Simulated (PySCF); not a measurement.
Electronic structure of Ti+ (titanium, charge +1) at the UHF level

Configuration: [Ar] 3d2 4s1, high-spin 4F determinant. Calculation: PySCF 2.14, in cc-pVTZ; the non-relativistic Hamiltonian (point nucleus).

```
Total energy                                     : -848.209898 hartree
One-electron energy                              : -1157.1396 hartree
Hartree (Coulomb) energy                         : 349.9091 hartree
Exchange energy                                  : -40.9793 hartree
Kinetic energy                                   : 848.23460 hartree
⟨S²⟩                                             : 3.7526
⟨L²⟩                                             : 12.038
Sum of ⟨r⟩                                       : 17.29 bohr
Sum of ⟨r²⟩                                      : 29.25 bohr²
Density at the nucleus (Gaussians lack the cusp) : 7080 bohr⁻³
Spin density at the nucleus                      : 2.79 bohr⁻³
Langevin diamagnetic susceptibility              : -23.2 ×10⁻⁶ cm³/mol
Time after the integrals                         : 0.53 s of wall time on 1 thread of Neoverse-V1 (shared host)
```

```tsv
shell	electrons	mean orbital energy (eV)	rms radius, mean of both spins (bohr)
1s α	1	-4994.3	0.0812
1s β	1	-4994.2	0.0812
2s α	1	-590.60	0.353
2s β	1	-589.55	0.353
2p α	3	-491.76	0.321
2p β	3	-490.80	0.321
3s α	1	-87.166	1.09
3s β	1	-83.328	1.09
3p α	3	-58.218	1.18
3p β	3	-53.742	1.18
3d α	2	-19.418	1.62
4s α	1	-12.941	3.51
```
